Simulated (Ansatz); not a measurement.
# A ladder of methods for InCl (SMILES [Cl][In])

The species is InCl (2 atoms), meant as a singlet with charge 0. As SMILES, `[Cl][In]`. The coordinates come from a PBE0-D4/def2-TZVP relaxation.

```xyz
2

Cl    0.0000    0.0000   -0.0139
In    0.0000    0.0000    2.3996
```

Each level gives the energy change with the Cl1–In2 bond stretched from 2.414 to 3.017 Å (eV). The values are calculated.

```tsv
level	kind	program	value (eV)	less FCI/STO-3G	CPU time (all runs)
SVWN5/STO-3G (restricted)	LDA	Ansatz	1.79	+0.17	0.85 s
BLYP/STO-3G (restricted)	GGA	Ansatz	1.56	-0.06	1.2 s
PBE/STO-3G (restricted)	GGA	Ansatz	1.60	-0.02	1.2 s
BHLYP/STO-3G (restricted)	global hybrid	Ansatz	1.70	+0.08	1.2 s
r2SCAN0/STO-3G (restricted)	hybrid meta-GGA	Ansatz	1.71	+0.09	2.8 s
MP2/STO-3G (restricted)	perturbation theory	Ansatz	1.66	+0.04	0.53 s
CCSD(T)/STO-3G (restricted)	coupled cluster or CI	Ansatz	1.62	0.00	0.67 s
CCSDTQ/STO-3G (restricted)	coupled cluster or CI	Ansatz	1.62	0.00	21 s
FCI/STO-3G	exact in the basis	Ansatz	1.62	0.00	0.92 s
```

FCI/STO-3G is exact within its basis and frozen core, so for wave-function methods in that basis the difference is their error; functionals converge differently with the basis, so for them it is only a difference. All-electron rows without a relativistic Hamiltonian named are non-relativistic. The first shape isn't each level's own minimum. The values span 1.56 to 1.79 eV. All rows use very small basis sets, so even the best lies far from the true value. In the correlated wave-function rows the outer d shell of In is correlated, in sets not made for it. Times are those of the runs behind each value, whatever else they computed, on shared processors of several kinds: orders of magnitude only.
